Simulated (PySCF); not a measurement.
SMILES CC[CH2][AlH][CH2]CC, singlet (GFN2-xTB optimised geometry):

```
22

Al     0.221     0.125     0.000
H     -0.420    -1.294     0.002
C      2.223     0.125     0.000
C      2.636    -1.358     0.012
C      4.149    -1.544     0.019
H      2.673     0.628     0.868
H      2.676     0.614    -0.875
H      2.205    -1.846     0.893
H      2.211    -1.859    -0.865
H      4.593    -1.088    -0.864
H      4.410    -2.600     0.028
H      4.586    -1.075     0.900
C     -1.102     1.627     0.000
C     -2.486     0.954     0.012
C     -3.629     1.963     0.021
H     -1.036     2.291    -0.874
H     -1.024     2.297     0.869
H     -2.580     0.305    -0.866
H     -2.566     0.305     0.891
H     -3.568     2.598     0.904
H     -4.593     1.458     0.028
H     -3.581     2.600    -0.860
```

Level of theory: B3LYP/def2-SVP run with PySCF.

### Question
What are the frontier orbital energies and the dipole moment?

### Answer
HOMO-2 -8.86 eV, HOMO-1 -7.50 eV, HOMO -6.73 eV, LUMO -1.16 eV, LUMO+1 0.55 eV; dipole moment 0.54 D.

On the same geometry PBE/def2-SVP run with PySCF gives HOMO-2 -7.62 eV, HOMO-1 -6.42 eV, HOMO -5.73 eV, LUMO -1.72 eV, LUMO+1 0.04 eV; dipole moment 0.54 D.

Meta-Löwdin charges at B3LYP/def2-SVP: Al1 0.69, H2 -0.18, C3 -0.45, C4 -0.13, C5 -0.28, H6 0.09, H7 0.09, H8 0.08, H9 0.08, H10 0.09, H11 0.09, H12 0.09, C13 -0.45, C14 -0.13, C15 -0.28, H16 0.09, H17 0.09, H18 0.08, H19 0.08, H20 0.09, H21 0.09, H22 0.09.
